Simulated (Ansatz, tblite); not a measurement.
Removing an electron: SiBrCl3. The state is a singlet with charge 0. Geometry: r2SCAN-D4/def2-SVP. Ansatz, gas phase; energy differences of separate SCF runs; the oxidised species was run as a doublet alone.

Cartesian coordinates in Å:
```
Si -0.025 0.000 -0.001
Br 2.170 0.044 0.127
Cl -0.662 -1.920 -0.295
Cl -0.649 1.160 -1.564
Cl -0.834 0.717 1.733
```

The xTB rows come from tblite. HOMO above LUMO, or a gap near zero within one spin, warns that the state may not be the lowest or that an electron is smeared out.

| level | −HOMO (eV) | vertical IE (eV) | −LUMO (eV) | HOMO–LUMO gap (eV) | remarks |
| --- | --- | --- | --- | --- | --- |
| r2SCAN-D4/def2-TZVP | 8.12 | 10.85 | 1.80 | 6.32 | gap within one spin near zero (+1 doublet) |
| PBE0-D4/def2-TZVP | 9.09 | 11.12 | 1.17 | 7.92 | – |

Estimate the rows for GFN1-xTB, GFN2-xTB.


| level | −HOMO (eV) | vertical IE (eV) | −LUMO (eV) | HOMO–LUMO gap (eV) |
| --- | --- | --- | --- | --- |
| GFN1-xTB | 12.32 | 14.92 | 5.32 | 7.00 |
| GFN2-xTB | 12.56 | 15.10 | 5.89 | 6.67 |

Run but left out: PBE-D4/def2-TZVP (charge +1 doublet: an occupied level 0.02 eV above an empty one).  Raw xTB energy differences between charge states are shifted by several eV; the methods need an empirical correction for them.
